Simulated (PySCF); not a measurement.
CH$_{5}$Si, doublet, geometry from GFN2-xTB, atoms displaced at random by about 0.03 Å a coordinate.

PySCF was given this input:
```python
from pyscf import gto, scf, dft

mol = gto.M(
    atom='''
C    -0.03988086    0.12273590   -1.26335409
Si    0.02855322   -0.01993587    0.59124478
H    -0.94264189    0.26084403   -1.83268313
H     0.87772839    0.24680608   -1.86301022
H     0.08257659    1.21857147    1.25346632
H    -1.21862758   -0.79392315    0.93681583
H     1.21608807   -0.79652623    0.99172511
''',
    basis='def2-svp',
    spin=1,
    verbose=4,
)

mf = dft.UKS(mol)
mf.xc = 'pbe0'
mf.kernel()
g = mf.nuc_grad_method()
grad = g.kernel()
```

Task: Estimate the total energy that PySCF with PBE0/def2-SVP, gradient returns for this input.

Result: -330.229819 Ha

Task: Give the dipole moment at the level PBE0/def2-SVP, gradient.

Result: 0.59 D

Task: What is the computed nuclear repulsion energy (PBE0/def2-SVP, gradient)?

Result: 55.9919 Eh

Task: What Mulliken (on the basis functions themselves) charges in atom order does PBE0/def2-SVP, gradient give?

Result: C1 -0.34, Si2 0.38, H3 0.09, H4 0.09, H5 -0.07, H6 -0.08, H7 -0.07

Task: Give the HOMO energy at the level PBE0/def2-SVP, gradient.

Result: -6.95 eV

Task: Predict the number of basis functions from PBE0/def2-SVP, gradient.

Result: 57

These values belong to the state on which the SCF converged, which isn't shown to be the lowest.
